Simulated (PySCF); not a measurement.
## Bonding in `CCc1c[p-]c(C)c1`

C₇H₁₀P (charge -1).
Atom-mapped SMILES: `[CH3:1][CH2:2][c:3]1[cH:4][p-:5][c:6]([CH3:7])[cH:8]1` (hydrogens: H9, H10, H11 on C1; H12, H13 on C2; H14 on C4; H15, H16, H17 on C7; H18 on C8)

Cartesian coordinates in Å at the GFN2-xTB level; atoms count from 1:
```xyz
18
C7H10P angstrom
C     -2.531    0.915   -0.006
C     -1.802   -0.189   -0.778
C     -0.479   -0.521   -0.146
C     -0.297   -1.519    0.788
P      1.344   -1.626    1.370
C      1.787   -0.284    0.326
C      3.172    0.289    0.231
C      0.709    0.178   -0.402
H     -1.921    1.817    0.019
H     -2.703    0.596    1.020
H     -3.494    1.156   -0.464
H     -2.436   -1.082   -0.801
H     -1.650    0.141   -1.813
H     -1.079   -2.183    1.134
H      3.175    1.354    0.486
H      3.571    0.191   -0.784
H      3.845   -0.229    0.914
H      0.778    1.001   -1.107
```

Bond orders from the PBE0/pcSseg-1 density (PySCF). Isolated species at its GFN2-xTB geometry (one conformer only). The pcSseg-1 basis has no diffuse functions, a weakness for an anion.

**Question.** Where do the orders between heavy atoms depart from those drawn in the SMILES?

**Answer.** The largest departure is 0.248, at C4–P5 (drawn aromatic, 1.252), counting aromatic bonds as 1.5. The bonds drawn aromatic range from 1.25 to 1.49.

**Question.** Set the Mayer orders of the bonds beside their lengths.

**Answer.** 
| bond | drawn as | length (Å) | Mayer order |
| --- | --- | --- | --- |
| C1–C2 | single | 1.532 | 1.031 |
| C2–C3 | single | 1.502 | 1.053 |
| C3–C4 | aromatic | 1.380 | 1.491 |
| C4–P5 | aromatic | 1.745 | 1.252 |
| P5–C6 | aromatic | 1.757 | 1.260 |
| C6–C7 | single | 1.501 | 1.065 |
| C6–C8 | aromatic | 1.381 | 1.462 |
| C8–C3 | aromatic | 1.402 | 1.320 |
| C1–H9 | single | 1.089 | 0.972 |
| C1–H10 | single | 1.088 | 0.971 |
| C1–H11 | single | 1.093 | 0.968 |
| C2–H12 | single | 1.096 | 0.952 |
| C2–H13 | single | 1.097 | 0.950 |
| C4–H14 | single | 1.083 | 0.961 |
| C7–H15 | single | 1.095 | 0.960 |
| C7–H16 | single | 1.096 | 0.959 |
| C7–H17 | single | 1.089 | 0.966 |
| C8–H18 | single | 1.086 | 0.985 |

Bonds between the same two heavy elements. C–C: lowest C1–C2 (1.031, 1.532 Å), highest C3–C4 (1.491, 1.380 Å). C–P: all 2 within 0.02 of one another (1.252 to 1.260).

**Question.** Sum the orders of all bonds at each heavy atom with more than one neighbour and set the sums beside the valence in the SMILES.

**Answer.** C1 3.942 (drawn 4), C2 3.986 (drawn 4), C3 3.864 (drawn 4), C4 3.704 (drawn 4), P5 2.512 (drawn 2), C6 3.787 (drawn 4), C7 3.950 (drawn 4), C8 3.767 (drawn 4). Orders between atoms that aren't bonded are not in these sums.

The Mayer order sums products of elements of PS (density times overlap matrix) between the two atoms' basis functions, so it depends on the basis set.

The run behind these numbers computed NMR shieldings as well. Hardware: an Arm Neoverse V1 with one thread, no GPU, shared host with 64 logical CPUs at a one-minute load of 12. Cost: 28 s of wall time, 0.85 GiB resident at most.
